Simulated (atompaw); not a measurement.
# An all-electron radial function and its pseudo partner (neodymium)

Columns: radius, all-electron u(r) and pseudo u(r) of the 6p shell (level -1.34 eV) of neodymium in the configuration [Kr] 4d10 4f3 5s2 5p6 5d1 6s2 6p0; PBE, scalar-relativistic, PAW (atompaw) scheme, atompaw 4.2.0.5.

| r (bohr) | all-electron | pseudo |
| --- | --- | --- |
| 0.115 | -0.0184 | -0.0094 |
| 0.231 | -0.0624 | -0.0369 |
| 0.346 | 0.0427 | -0.0787 |
| 0.462 | 0.1095 | -0.1306 |
| 0.577 | 0.0976 | -0.1859 |
| 0.692 | 0.0379 | -0.2388 |
| 0.808 | -0.0362 | -0.2839 |
| 0.923 | -0.1021 | -0.3159 |
| 1.038 | -0.1512 | -0.3324 |
| 1.154 | -0.1812 | -0.3321 |
| 1.269 | -0.1927 | -0.3158 |
| 1.385 | -0.1886 | -0.2855 |
| 1.500 | -0.1720 | -0.2449 |
| 1.615 | -0.1461 | -0.1975 |
| 1.731 | -0.1134 | -0.1465 |
| 1.846 | -0.0766 | -0.0957 |
| 1.962 | -0.0370 | -0.0463 |
| 2.077 | 0.0033 | -0.0003 |
| 2.192 | 0.0435 | 0.0426 |
| 2.308 | 0.0832 | 0.0832 |
| 2.423 | 0.1212 | 0.1212 |
| 2.538 | 0.1575 | 0.1575 |
| 2.654 | 0.1920 | 0.1920 |
| 2.769 | 0.2241 | 0.2241 |
| 2.885 | 0.2542 | 0.2542 |
| 3.000 | 0.2818 | 0.2818 |

**Question.** How many radial nodes do the two functions have?

**Answer.** The all-electron 6p function has n − l − 1 = 4 (the table is too coarse to show those close to the nucleus); the pseudo-wave has 1, since 1 lower shell of the same l stays in the valence.

**Question.** At about which radius was the pseudo-wave matched?

**Answer.** 2.50 bohr. The columns agree to 0.0005 from 2.31 bohr on; several derivatives are matched, so the curves merge somewhat inside the radius.

**Question.** Is the pseudo-wave norm-conserving?

**Answer.** No, it belongs to a PAW set: the norm inside the radius is not constrained, and the difference is carried by the augmentation charge.
